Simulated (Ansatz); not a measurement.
A van 't Hoff estimate for B(CH3)3(SH2) ⇌ B(CH3)2(SH) + CH4

Gas-phase species: B(CH3)3(SH2), singlet; B(CH3)2(SH), singlet; CH4 (methane) `C`, singlet. This is a balance of energies; it says nothing on the path, which may need atoms to shift.

The electronic reaction energy at CCSD(T)/CBS estimate is -89.2 kJ/mol. Shapes: PBE0-D4/def2-TZVP. Flexible molecules stand in one conformer, not always the lowest. Programs: Ansatz 0.2.0. Enthalpy and entropy come from rigid-rotor, harmonic-oscillator sums on unscaled PBE0-D4/def2-TZVP wavenumbers, ideal gases at 1 bar. Symmetry numbers: B(CH3)3(SH2) 1, B(CH3)2(SH) 1, CH4 12. R = 8.3145 J/(mol K).

```
T (K)  ΔH (kJ/mol)  ΔS (J/(mol K))
  400        -89.5          +127.4
  600        -92.9          +120.6
  800            ?               ?
```

Question: Work out ln K at 400 and 600 K, and from these estimate it at 800 K.

Answer: 
1. 400 K: ΔG = -89.5 − 400 × (+127.4)/1000 = -140.5 kJ/mol; ln K = −ΔG/RT = +42.25.
2. 600 K: ΔG = -92.9 − 600 × (+120.6)/1000 = -165.3 kJ/mol; ln K = −ΔG/RT = +33.13.
3. Slope against 1000/T: (+33.13 − (+42.25))/(1.6667 − 2.5000) = +10.94, that is −ΔH/R with ΔH near -91 kJ/mol.
4. 800 K: ln K = +42.25 + (+10.94) × (1.2500 − 2.5000) = +28.58.

The full sums give ΔH = -96.6 kJ/mol, ΔS = +115.2 J/(mol K), ΔG = -188.8 kJ/mol and ln K = +28.38 at 800 K, so the line is off by +0.20 in ln K; without rounding the miss is +0.18, from the change of ΔH with temperature. The products are favoured over this whole range. The number of molecules rises, which sets the sign of ΔS, and lower pressure favours the products. An error of 10 kJ/mol in the energy moves ln K by 1.5 at 800 K. Soft modes are treated as harmonic, which can err either way at these temperatures; the lowest are those of B(CH3)3(SH2) (89 cm⁻¹), B(CH3)2(SH) (75 cm⁻¹). Other conformers aren't counted. Other reactions of these species are left aside. The CBS estimate extrapolates MP2 from def2-TZVPP and def2-QZVPP and adds CCSD(T) − MP2 in the triple-zeta set, cores frozen.
